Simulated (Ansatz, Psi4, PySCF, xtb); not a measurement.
Donor–acceptor adduct: GaH3 (SMILES [GaH3]) (first 4 atoms) with NH3 (SMILES N); geometry from B3LYP-D3(BJ)/def2-TZVP, rigid monomers moved along the line of their centres of mass till Ga1···N5 is 3.05 Å.
(charge 0, multiplicity 1):
```json
[
 {"atom": "Ga", "x (Å)": "0.4703", "y (Å)": "-0.3679", "z (Å)": "0.7709"},
 {"atom": "H", "x (Å)": "0.0872", "y (Å)": "-1.9012", "z (Å)": "0.8392"},
 {"atom": "H", "x (Å)": "-0.2810", "y (Å)": "0.5411", "z (Å)": "-0.2834"},
 {"atom": "H", "x (Å)": "1.9285", "y (Å)": "0.0557", "z (Å)": "1.2143"},
 {"atom": "N", "x (Å)": "-1.0201", "y (Å)": "0.5560", "z (Å)": "3.2691"},
 {"atom": "H", "x (Å)": "-2.0134", "y (Å)": "0.3698", "z (Å)": "3.1818"},
 {"atom": "H", "x (Å)": "-0.6759", "y (Å)": "0.0704", "z (Å)": "4.0905"},
 {"atom": "H", "x (Å)": "-0.8942", "y (Å)": "1.5524", "z (Å)": "3.4120"}
]
```

Counterpoise-corrected where a basis set is named; no monomer relaxation. Rows marked so take none.

Cores are frozen in the correlated methods. Filled d and f shells under p-block atoms count as core. Rows in 3-21G, 6-31G* carry no dispersion term and start afresh at each structure (6-31G* with six Cartesian d functions); the Pople sets are all-electron and without relativity.

Codes used: Ansatz (a quantum-chemistry and plane-wave program) with Gaussian orbitals; Psi4 for SAPT; PySCF for 3-21G rows, 6-31G* rows; xtb for the GFN methods. Values without a source in brackets are computed.

```tsv
level	interaction energy (kcal/mol)
GFN1-xTB	-12.15
HF/3-21G (no counterpoise)	-19.86
BP86/6-31G* (no counterpoise)	-14.84
B3LYP/6-31G* (no counterpoise)	-14.56
M06-2X/6-31G* (no counterpoise)	-16.57
wB97X-V/def2-TZVPPD	-11.87
CCSD/aug-cc-pVDZ	…
CCSD/aug-cc-pVTZ	…
SAPT0/aug-cc-pVDZ	-12.01
```

### Question
Some entries are withheld; supply them.

### Answer

- CCSD/aug-cc-pVDZ, interaction energy (kcal/mol): -11.22
- CCSD/aug-cc-pVTZ, interaction energy (kcal/mol): -11.52
